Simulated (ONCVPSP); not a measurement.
# Plane-wave convergence, ONCV potential for Te (Z = 52)

```json
{
 "Element": "Te (Z = 52)",
 "Generator": "ONCVPSP 4.0.1",
 "Type": "optimised norm-conserving Vanderbilt (ONCV)",
 "Functional": "PBE",
 "Relativity": "fully relativistic",
 "Frozen core": "[Ar] 3d10",
 "Valence charge": "24",
 "Reference configuration": "4s2 4p6 4d10 5s2 5p2 (charge +2)",
 "Partial waves": "4s+5s: rc 1.35 bohr, ncon 4, nbas 8, qcut 11.5 1/bohr, 2 projectors; 4p+5p: rc 1.15 bohr, ncon 3, nbas 7, qcut 11.6 1/bohr, 2 projectors; 4d: rc 1.25 bohr, ncon 4, nbas 9, qcut 15.2 1/bohr, 1 projector",
 "Local potential": "polynomial inside 0.85 bohr (lpopt 1, dvloc0 2 Ha)",
 "Core correction": "Teter function, fcfact 3, rcfact 1.25"
}
```

Open shells are filled in proportion to 2j + 1.

Q: For each optimised wave give the share of its norm inside rc, the residual kinetic energy above qcut (Ha) and the cutoffs (Ha) for errors of 10, 1, 0.1 and 0.01 mHa per electron.

A:

| wave | norm inside rc | residual KE | 10 mHa | 1 mHa | 0.1 mHa | 0.01 mHa |
| --- | --- | --- | --- | --- | --- | --- |
| 4s | 0.976 | 4.9e-08 | 31.6 | 40.5 | 47.8 | 53.6 |
| 5s | 0.142 | 9.2e-08 | 30.0 | 40.6 | 49.0 | 55.6 |
| 4p j=3/2 | 0.867 | 2.6e-06 | 23.2 | 45.6 | 55.3 | 62.4 |
| 5p j=3/2 | 0.051 | 1.5e-06 | 17.5 | 39.5 | 52.4 | 61.0 |
| 4p j=1/2 | 0.890 | 2.3e-06 | 22.0 | 43.7 | 54.2 | 61.8 |
| 5p j=1/2 | 0.053 | 1.6e-06 | 18.9 | 36.5 | 51.9 | 61.0 |
| 4d j=5/2 | 0.793 | 5.4e-09 | 44.5 | 58.0 | 70.5 | 81.8 |
| 4d j=3/2 | 0.802 | 5.4e-09 | 45.5 | 59.0 | 71.6 | 82.7 |

The occupied waves need 59 Ha and 72 Ha for 1 and 0.1 mHa.
